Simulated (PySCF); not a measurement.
**Two-component Hartree-Fock for Yb (ytterbium, neutral)**

Start: [Xe] 4f14 6s2. Calculated with PySCF 2.14 in x2c-TZVPPall-2c with one added diffuse shell each of s, p, d, f type (12s12p11d5f2g, 156 functions): generalised Hartree-Fock with the X2C-1e Hamiltonian and a Gaussian nucleus; spin-orbit coupling (SO) screened by Boettger's factors.

| spinor shell | electrons | ε, screened SO (eV) | weight of nominal j (screened SO) | rms radius, screened SO (bohr) |
| --- | --- | --- | --- | --- |
| 1s1/2 | 2 | -61632.2 | 1.000 | 0.0223 |
| 2s1/2 | 2 | -10572.3 | 1.000 | 0.0901 |
| 2p1/2 | 2 | -10064.6 | 1.000 | 0.0768 |
| 2p3/2 | 4 | -9012.2 | 1.000 | 0.0838 |
| 3s1/2 | 2 | -2438.9 | 1.000 | 0.231 |
| 3p1/2 | 2 | -2215.0 | 1.000 | 0.222 |
| 3p3/2 | 4 | -1987.3 | 1.000 | 0.237 |
| 3d3/2 | 4 | -1610.5 | 1.000 | 0.210 |
| 3d5/2 | 6 | -1561.1 | 1.000 | 0.214 |
| 4s1/2 | 2 | -507.58 | 1.000 | 0.519 |
| 4p1/2 | 2 | -415.58 | 1.000 | 0.531 |
| 4p3/2 | 4 | -363.54 | 1.000 | 0.563 |
| 4d3/2 | 4 | -211.73 | 1.000 | 0.599 |
| 4d5/2 | 6 | -201.84 | 1.000 | 0.611 |
| 5s1/2 | 2 | -66.328 | 1.000 | 1.31 |
| 5p1/2 | 2 | -38.629 | 1.000 | 1.49 |
| 5p3/2 | 4 | -32.154 | 1.000 | 1.61 |
| 4f5/2 | 6 | -14.718 | 1.000 | 0.857 |
| 4f7/2 | 8 | -13.092 | 1.000 | 0.881 |
| 6s1/2 | 2 | -5.349 | 1.000 | 4.54 |

| quantity | screened SO |
| --- | --- |
| E (hartree) | -14062.29241 |
| M_J | 0 |
| ⟨J²⟩ | 0.000 |
| ⟨L²⟩ | 0.108 |
| ⟨S²⟩ | 0.108 |

Breit and QED terms are absent; they matter most for the inner s and p1/2 levels.

Densities and radii are taken from the X2C orbitals without a picture-change correction, which distorts them close to the nucleus.
